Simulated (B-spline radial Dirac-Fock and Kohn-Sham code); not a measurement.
**The Rb-like isoelectronic sequence (37 electrons), Z = 50 to 60**

Level of theory: ΔSCF Dirac-Fock with Breit, self-energy and vacuum polarisation, finite nucleus, configuration average; a B-spline atomic structure program. Binding energies in eV, tabulated ground configurations ([Kr] 4d1 throughout). No correlation.

| ion | 1s | 2p1/2 | 3p3/2 | 4p3/2 | outermost level | NIST ionisation energy |
| --- | --- | --- | --- | --- | --- | --- |
| Sn¹³⁺ | 29511.9 | 4471.1 | 1019.0 | 353.0 | 281.5 (4d) | 282 ± 3 |
| Sb¹⁴⁺ | 30836.1 | 4728.7 | 1101.2 | 391.8 | 316.5 (4d) | 317 ± 3 |
| Te¹⁵⁺ | 32193.5 | 4994.6 | 1186.7 | 432.3 | 353.2 (4d) | 354 ± 3 |
| I¹⁶⁺ | 33584.3 | 5269.1 | 1275.2 | 474.7 | 391.7 (4d) | 393 ± 3 |
| Xe¹⁷⁺ | 35008.8 | 5552.2 | 1367.0 | 518.9 | 432.0 (4d) | 434 ± 3 |
| Cs¹⁸⁺ | 36467.4 | 5844.0 | 1461.8 | 564.8 | 474.1 (4d) | 476 ± 3 |
| Ba¹⁹⁺ | 37960.3 | 6144.6 | 1559.9 | 612.5 | 517.9 (4d) | 520 ± 4 |
| La²⁰⁺ | 39488.0 | 6454.1 | 1661.1 | 662.0 | 563.5 (4d) | 566 ± 4 |
| Ce²¹⁺ | 41050.6 | 6772.5 | 1765.5 | 713.2 | 610.8 (4d) | 613 ± 4 |
| Pr²²⁺ | ? | ? | ? | ? | ? | ? |
| Nd²³⁺ | 44282.6 | 7436.7 | 1983.7 | 821.0 | 710.8 (4d) | 714 ± 4 |

Question: Fill in the row of Pr²²⁺.

Answer: 1s 42648.7, 2p1/2 7100.0, 3p3/2 1873.0, 4p3/2 766.2, outermost 659.9 (4d), NIST 663 ± 4 eV.

NIST's values are for the lowest levels; a dash marks a value that is missing or belongs to another shell. Their kind here: theoretical. Where a p, d or f shell is open in either ion the computed value averages over both j values and all terms, while the table refers to the lowest levels; that difference holds spin-orbit splitting (largest in heavy or highly charged ions), term energies where several electrons share open shells, and correlation, and it can reach 10 % or more.
